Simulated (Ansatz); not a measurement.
Gas-phase reaction in SMILES: [SnH3] (SnH3) → [SnH3] (SnH3) as singlet, charge +1 + e-
Each molecule is optimised on its own at B3LYP-D3(BJ)/def2-TZVP (Ansatz, a first-principles code).

Wanted: adiabatic ionisation energy (electronic energy difference), in eV. Correlated levels leave the core frozen unless marked. Open shells are spin-unrestricted. No spin-orbit coupling. The frozen core is the preceding noble-gas configuration, with the filled d and f shells of earlier blocks. Past Kr the def2 sets carry scalar-relativistic core potentials. STO-3G rows are all-electron and non-relativistic. CBS(X,Y): correlation extrapolated as X^-3; Hartree-Fock from the larger set.

```tsv
level	program	adiabatic ionisation energy (eV)
HF/def2-SVPD	Ansatz	7.08
```

Task: Estimate the value at CCSD(T)/CBS(def2-TZVPPD,def2-QZVPPD) as computed with Ansatz.

Result: 7.52 eV
